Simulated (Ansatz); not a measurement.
Start from `F[SiH](F)Br` and change one atom or group to get `C[SiH](F)Br`.

Ansatz, PBE0-D4/def2-TZVP geometries, multiplicity 1. 

Scalar relativity is left out up to krypton.

```tsv
property	`F[SiH](F)Br`
HOMO–LUMO gap (PBE0/def2-TZVPP) / eV	9.58
HOMO energy (PBE/def2-TZVPP) / eV	-7.92
zero-point energy (PBE0-D4/def2-TZVP) / kJ/mol	42.5
size of the dipole moment (B3LYP/def2-TZVPP) / D	1.17
ideal-gas entropy at 298 K and 1 bar (rigid rotor, harmonic PBE0-D4/def2-TZVP) / J/(mol·K)	311
HOMO energy (PBE0/def2-TZVPP) / eV	-9.25
```

Task: What does the change do to each property? (Best estimate.)

Result: The calculation gave: 
```csv
property,`C[SiH](F)Br`,shift
HOMO–LUMO gap (PBE0/def2-TZVPP) / eV,9.00,-0.58
HOMO energy (PBE/def2-TZVPP) / eV,-7.20,0.72
zero-point energy (PBE0-D4/def2-TZVP) / kJ/mol,130.7,88.2
size of the dipole moment (B3LYP/def2-TZVPP) / D,2.10,0.93
"ideal-gas entropy at 298 K and 1 bar (rigid rotor, harmonic PBE0-D4/def2-TZVP) / J/(mol·K)",330,19
HOMO energy (PBE0/def2-TZVPP) / eV,-8.50,0.75
```

With PBE0 the HOMO rises by 0.75 eV and the LUMO rises by 0.17 eV, so the gap narrows by about 0.58 eV. PBE moves the HOMO by 0.72 eV and ωB97M-V by 0.77 eV. The zero-point energy changes by 88.2 kJ/mol with +9 modes. Dipoles are sizes alone; their direction can turn.

B3LYP here is the variant with VWN-RPA as its local correlation; programs differ in this.

Spin–orbit coupling is left out; it splits and shifts lone-pair levels of the heavy atoms by tenths of an eV.
